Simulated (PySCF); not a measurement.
Relaxation of doublet BiSe₂

These are results of PySCF, UPBE0, basis Bi def2-SVP with ECP60, Se def2-SVP (scalar-relativistic core potentials, no spin–orbit coupling, density fitting), not measurements. A (50,194) grid was used.

A hand-made side-on start, of C2v symmetry, held to at least that symmetry:

Coordinates in bohr (charge 0 multiplicity 2):
```
Bi    0.0000    0.0000   -2.0382
Se    2.2110    0.0000    2.6649
Se   -2.2110    0.0000    2.6649
```

Optimiser trace:
```
step  E − E(last) (kJ/mol)  largest gradient (Eh/bohr)
   0                 11.67                     0.02931
   1                  1.67                     0.01257
   2                  0.07                     0.00277
   3                  0.00                     0.00022
   4                  0.00                     0.00007
```

It ends at C2v with Bi–Se 2.642 Å (×2), Se–Se 2.405 Å; Bi–Se–Se 62.9° (×2), Se–Bi–Se 54.1°. A frequency run shows a minimum.

Final geometry:
Coordinates in bohr (charge 0 multiplicity 2):
```
Bi    0.0000    0.0000   -1.9269
Se    2.2726    0.0000    2.5193
Se   -2.2726    0.0000    2.5193
```

With an element this heavy the missing spin–orbit coupling can shift these numbers.
